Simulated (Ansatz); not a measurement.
Wavefunction ladder for `O[SiH]([SiH3])[SiH2]S`

```
atom   x (Å)   y (Å)   z (Å)
  O1  -1.679  -0.819   0.600
 Si2  -0.523  -0.226  -0.427
 Si3   0.799  -1.997  -1.187
 Si4   0.651   1.402   0.786
  S5  -0.861   2.399   1.965
  H6  -1.993  -0.189   1.256
  H7  -1.139   0.473  -1.598
  H8   1.823  -1.446  -2.118
  H9  -0.008  -3.015  -1.910
 H10   1.495  -2.648  -0.045
 H11   1.419   2.373  -0.039
 H12   1.552   0.818   1.813
 H13  -1.534   2.876   0.904
```

Charge 0, multiplicity 1. Geometry: relaxed with PBE0-D4/def2-TZVP. It is one conformer, not always the lowest. Frozen core, restricted reference, the Gaussian-basis code of Ansatz. CBS rows extrapolate triple and quadruple zeta; past MP2 they add the triple-zeta difference.

```csv
basis,HF (Eh),MP2 corr.
def2-SVP,-1343.44699,-0.61636
def2-TZVPP,-1343.99888,-0.79331
def2-QZVPP,-1344.04075,-0.85769
```

(1) Estimate the CCSD correlation energy and the (T) correction in each basis where they were run (hartree).

Results:

(1) 
```csv
basis,CCSD corr.,(T)
def2-SVP,-0.69357,-0.01832
def2-TZVPP,-0.86856,-0.03401
CBS(def2),-0.98063,as TZ
```
